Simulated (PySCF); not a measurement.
A PySCF script (with the pyscf-properties extension) for the NMR shieldings of `[GeH3][NH][GeH2][CH]1CC1`, C₃H₁₁Ge₂N, on a GFN2-xTB geometry:

```python
import basis_set_exchange as bse
import numpy as np
from pyscf import gto, dft
from pyscf.prop import nmr

atoms = """
Ge    2.186513    0.725754    0.915100
N     1.516280    0.202929   -0.685986
Ge    0.244525   -1.077381   -0.957456
C    -1.462875   -0.660623   -0.079536
C    -1.767402    0.740168    0.364772
C    -1.468232   -0.308655    1.379630
H     2.336977   -0.507025    1.741111
H     1.312714    1.713616    1.647262
H     3.510652    1.372389    0.641480
H     1.537348    0.919110   -1.396564
H     0.113162   -1.193636   -2.456396
H     0.828935   -2.349812   -0.406030
H    -2.308614   -1.240488   -0.429706
H    -2.780909    1.103766    0.276541
H    -1.018315    1.503347    0.192501
H    -0.514565   -0.256571    1.892686
H    -2.273191   -0.674857    2.000143
"""
names = dict.fromkeys(["Ge", "N", "C", "H"], "pcSseg-1")
basis = {el: gto.basis.parse(bse.get_basis(n, elements=[el], fmt="nwchem")) for el, n in names.items()}
mol = gto.M(atom=atoms, basis=basis, charge=0, verbose=0)
mf = dft.RKS(mol, xc="PBE0")
mf.grids.level = 2
mf.grids.alignment = dft.numint.BLKSIZE   # the property module wants whole blocks of grid points
mf.conv_tol = 1e-9
mf.kernel()

calc = nmr.RKS(mf)   # GIAO
C = mf.mo_coeff
Co = C[:, mf.mo_occ > 0]
resp = mf.gen_response(singlet=True, hermi=2)
def vind(x):   # induced exchange potential for any number of trial vectors
    d = np.einsum("pi,xij,qj->xpq", C, 2 * x.reshape(-1, C.shape[1], Co.shape[1]), Co, optimize=True)
    return np.einsum("xpq,pi,qj->xij", resp(d - d.transpose(0, 2, 1)), C, Co, optimize=True).ravel()
mo1, _ = nmr.rhf.solve_mo1(calc, with_cphf=vind)
sigma = calc.kernel(mo1)
for i, s in enumerate(sigma):   # ppm
    w = np.linalg.eigvalsh((s + s.T) / 2)
    print("%2d %-2s iso %8.1f  s11 %8.1f  s22 %8.1f  s33 %8.1f" % (i, mol.atom_pure_symbol(i), w.mean(), *w))
```

Task: Give the expected output.

Result: 
```
 0 Ge iso   1460.2  s11   1326.3  s22   1395.5  s33   1658.7
 1 N  iso    285.1  s11    262.1  s22    271.2  s33    322.1
 2 Ge iso   1386.9  s11   1251.0  s22   1409.2  s33   1500.6
 3 C  iso    185.0  s11    153.8  s22    169.9  s33    231.3
 4 C  iso    185.2  s11    158.3  s22    179.0  s33    218.3
 5 C  iso    183.7  s11    155.9  s22    175.8  s33    219.4
 6 H  iso     27.5  s11     21.1  s22     23.9  s33     37.6
 7 H  iso     27.0  s11     18.9  s22     24.7  s33     37.5
 8 H  iso     27.2  s11     19.6  s22     22.0  s33     39.9
 9 H  iso     32.9  s11     22.0  s22     29.5  s33     47.4
10 H  iso     26.9  s11     19.8  s22     21.7  s33     39.1
11 H  iso     27.1  s11     20.3  s22     22.3  s33     38.7
12 H  iso     31.9  s11     23.8  s22     27.6  s33     44.1
13 H  iso     31.1  s11     24.7  s22     26.1  s33     42.4
14 H  iso     31.2  s11     24.0  s22     30.5  s33     39.1
15 H  iso     31.4  s11     23.6  s22     30.4  s33     40.1
16 H  iso     31.0  s11     24.5  s22     26.1  s33     42.3
```

These numbers come from an equivalent density-fitted implementation of the same equations, which agrees with the script to about 0.01 ppm for H and up to a few tenths of a ppm for heavy atoms, so last digits may differ.

Relativistic effects, spin–orbit coupling among them, are left out; they matter for Ge and for the light atoms bonded to it.

Size and cost of the density-fitted run: 205 basis functions, 38 s wall time on 1 thread of an x86-64 server CPU, shared host.
